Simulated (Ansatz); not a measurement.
Molecule: CH₅BNO₂, charge 0, multiplicity 2. It need not be the lowest isomer of its formula. 
Structure (B3LYP-D3(BJ)/def2-TZVP (Ansatz, a first-principles code) minimum search):
```
N
H 1 1.0100
C 1 1.4468 2 115.40
H 3 1.0874 1 109.21 2 179.69
H 3 1.0940 4 108.64 1 -119.92
H 3 1.0953 4 108.99 5 -117.17
B 1 1.4523 2 115.79 3 157.76
O 7 1.3310 1 112.77 2 -20.31
O 7 1.3758 8 128.58 1 175.27
H 9 0.9622 7 112.43 8 -3.40
```
Charge 0, spin multiplicity 2.

Wanted: atomisation energy (electronic, to ground-state atoms), in eV. Correlated levels leave the core frozen unless marked. Open shells are spin-unrestricted. Spin-orbit coupling is left out. No relativistic terms. The coupled-cluster limit lacks core correlation, which all-electron functionals hold. CBS marks a two-point X^-3 extrapolation of the correlation energy; Hartree-Fock from the larger set.

```tsv
level	program	atomisation energy (eV)
HF/STO-3G	Ansatz	32.82
```

Estimate the value at CCSD(T)/CBS(cc-pVTZ,cc-pVQZ) as computed with Ansatz.

41.18 eV
